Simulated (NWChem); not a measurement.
Species: C3H4O2Si; SMILES O=C1OC=C[SiH2]1

```xyz
10

O      0.1734    -2.1827     0.0000
C      0.0008    -1.0061     0.0000
O     -1.2952    -0.4979     0.0000
C     -1.3595     0.8635     0.0000
C     -0.2634     1.6427     0.0000
Si     1.2041     0.5217     0.0000
H     -2.3971     1.2104     0.0000
H     -0.3650     2.7279     0.0000
H      2.0582     0.5245    -1.2211
H      2.0582     0.5245     1.2211
```
Atoms are numbered in this order, from 1.

All runs: NWChem. Pople sets run with spherical d functions. Geometry: optimised at PBE0/def2-SVP. Vzz is the largest principal value of the second derivative of the potential at the nucleus (NWChem prints the opposite sign); η is the asymmetry. Non-relativistic.

| level | Vzz O1 (a.u.) | η O1 | Vzz O3 (a.u.) | η O3 |
|---|---|---|---|---|
| B3LYP/6-31G* | -1.608 | 0.36 | 1.392 | 0.31 |
| B3LYP/cc-pVTZ | -1.629 | 0.53 | 1.460 | 0.28 |
| PBE0/6-31G* | -1.598 | 0.34 | 1.403 | 0.33 |
| PBE0/def2-TZVP | -1.608 | 0.51 | ___ | 0.29 |

Problem. What belongs in the gaps?

Solution. 
- PBE0/def2-TZVP, Vzz O3 (a.u.): 1.450
